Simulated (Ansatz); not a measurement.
`[AlH2][SiH2][SiH3]` + `CB[SiH2][AlH2]` → `[AlH2][SiH2]BC[SiH3]` + `[AlH2][SiH3]`  (formal exchange of groups at the Si–Si bond)

Calculated with Ansatz (gas phase, PBE0-D4/def2-TZVP geometries, no zero-point term in ΔE). CCSD(T)/CBS is the MP2 limit (def2-TZVPP, def2-QZVPP) plus CCSD(T) − MP2 in def2-TZVPP, frozen cores. This one scheme is used for every species. Functionals use def2-TZVPP. B3LYP here is the variant with VWN-RPA as its local correlation; programs differ in this. One conformer a species, not always the lowest.

`[AlH2][SiH2][SiH3]`:

Z-matrix (Å, degrees):
```
Si
Si 1 2.343
Al 1 2.447 2 109.6
H 1 1.492 2 107.4 3 -122.1
H 1 1.492 2 107.5 3 122.2
H 2 1.489 1 109.9 3 59.6
H 2 1.488 1 112.0 3 -179.7
H 2 1.489 1 109.9 3 -59.0
H 3 1.588 1 120.3 2 88.9
H 3 1.588 1 120.3 2 -88.4
```

`CB[SiH2][AlH2]`:

Cartesian coordinates in Å:
```
C 0.516 1.380 -1.376
B 0.139 1.127 0.111
Si 0.618 -0.536 1.098
Al -1.330 -1.972 0.640
H -0.293 1.840 -1.954
H 0.924 0.529 -1.923
H 1.308 2.147 -1.340
H -0.525 1.949 0.682
H 1.822 -1.231 0.550
H 0.773 -0.372 2.571
H -2.502 -2.141 1.700
H -1.449 -2.718 -0.759
```

`[AlH2][SiH2]BC[SiH3]`:

Cartesian coordinates in Å:
```
Al 0.987 -2.724 1.626
Si -0.517 -1.618 0.024
B 0.553 -0.042 -0.572
C 0.420 1.346 0.072
Si -0.860 2.263 -0.988
H 1.895 -3.956 1.201
H 1.097 -2.167 3.112
H -0.867 -2.566 -1.072
H -1.764 -1.234 0.752
H 1.344 -0.195 -1.463
H 1.320 1.968 0.024
H -0.005 1.368 1.080
H -2.194 1.623 -0.861
H -0.949 3.669 -0.515
H -0.462 2.265 -2.420
```

`[AlH2][SiH3]`:

```xyz
7

Al    0.463   -0.892    0.986
Si   -0.331    0.653   -0.751
H     1.478   -2.067    0.652
H    -0.046   -0.718    2.481
H    -1.819    0.602   -0.857
H     0.029    2.060   -0.410
H     0.226    0.362   -2.102
```

(1) Is it downhill or uphill in electronic energy at CCSD(T)/CBS, and by how much? (An estimate is asked.)

(2) What do these levels give: B3LYP-D4, PBE, B3LYP, MP2/def2-TZVPP, SCS-MP2/def2-TZVPP, MP2/def2-QZVPP? (An estimate is asked.)

Largest T1 diagnostic among the species: 0.014.

Answers

(1) The calculation gave: Downhill: ΔE = -0.9 kcal/mol.

(2) Computed: B3LYP-D4 -0.3, PBE 2.4, B3LYP 0.5, MP2/def2-TZVPP -2.5, SCS-MP2/def2-TZVPP -2.5, MP2/def2-QZVPP -2.5 kcal/mol.

The D4 term adds −0.8 kcal/mol with B3LYP and −0.5 kcal/mol with PBE0; it sums over pairs of atoms, weighted by their polarisabilities, and B3LYP, whose exchange is more repulsive, gets the larger term.
